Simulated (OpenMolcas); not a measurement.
## What dynamic correlation does to the levels of Ne2+

```yaml
Program: OpenMolcas 26.06
Basis: ANO-RCC-VTZP [4s3p2d1f]
Scalar_Hamiltonian: DKH2, point nucleus
Active_space: 6 electrons in 8 orbitals (2s 2p 3s 3p)
State_averaging: 2S+1 = 3 even, 3 roots; 2S+1 = 1 even, 6 roots; 2S+1 = 3 odd, 3 roots; 2S+1 = 1 odd, 3 roots
Spin-orbit_coupling: RASSI with atomic mean-field integrals over the reference wave functions, term energies averaged over their components
```

Methods on the same reference wave functions:
A. CASSCF
B. SS-CASPT2, IPEA 0.25 Eh, imaginary shift 0.1 Eh (closed shells correlated: 1s)
C. XMS-CASPT2, IPEA 0.25 Eh, imaginary shift 0.1 Eh (closed shells correlated: 1s)

Energies in cm⁻¹ above 2s² 2p⁴ ³P₂, the measured ground level; measured values from Moore, Atomic Energy Levels, vol. I, NSRDS-NBS 35 (1971 reprint of NBS Circular 467, 1949).

| Level | A | B | C | Measured |
| --- | --- | --- | --- | --- |
| 2s² 2p⁴ ³P₂ | 0.0 | 0.0 | 0.0 | 0.0 |
| 2s² 2p⁴ ³P₁ | 582 | 583 | 583 | 650 |
| 2s² 2p⁴ ³P₀ | 857 | 858 | 858 | 927 |
| 2s² 2p⁴ ¹D₂ | 28006 | 26520 | 26570 | 25841 |
| 2s² 2p⁴ ¹S₀ | 51635 | 56220 | 56680 | 55747 |
| 2s 2p⁵ ³P°₂ | 212797 | 205780 | 205570 |  |
| 2s 2p⁵ ³P°₁ | 213364 | 206350 | 206130 | 204879 |
| 2s 2p⁵ ³P°₀ | 213650 | 206630 | 206420 | 205204 |
| 2s 2p⁵ ¹P°₁ | 310137 | 294160 | 293630 |  |

Deviations, from unrounded energies. A percentage is the sum of absolute deviations over the sum of measured energies, with the sign that they share, or ± where signs differ.

```
                        Against measurement  Levels     A     B     C
             mean absolute deviation (cm-1)       6  3900   700   710
      fine structure of the ground term (%)       2  -8.8  -8.6  -8.6
other terms of the ground configuration (%)       2  ±7.7  +1.4  +2.0
                   other configurations (%)       2  +4.1  +0.7  +0.6
```

B, C lie about equally close to measurement and A furthest from it. The largest miss of B in the table is 2s 2p⁵ ³P°₁, by +1500 cm-1. The ranking rests on the paired levels alone, and a cruder setting can come out closer through cancelling errors.

Between B and C the level of the table that moves most is 2s 2p⁵ ¹P°₁, by 530 cm-1 (lowest in C, highest in B). Moves below CASPT2's spread within the term are not significant.

The mean deviations of B to C differ by less than CASPT2's widest spread within a term (220 cm-1), so their order carries little weight.

From A to B the spin-free energies of the other terms of 2s² 2p⁴ shown, above ³P, scale by factors of 0.95 to 1.09.

The lowest spin-free term lies below A's lowest term by 0.113 hartree in B, 0.115 hartree in C.

CASPT2 breaks the degeneracy within a term, and the mean is taken; among the terms shown or strongly mixed into the levels shown the widest spread is 220 cm-1 (2s² 2p⁴ ¹D, C). Active for correlation alone: 3p 3s; no level in the range computed is led by a configuration that fills them, so any true level of that kind is missing. Computed and measured levels are paired by configuration, term and J; levels that our copy of the source lacks, or whose pairing is in doubt (as where it misses far off the trend of its configuration), stay unpaired and out of the deviations. Only configurations of the active space appear.

° marks odd parity.
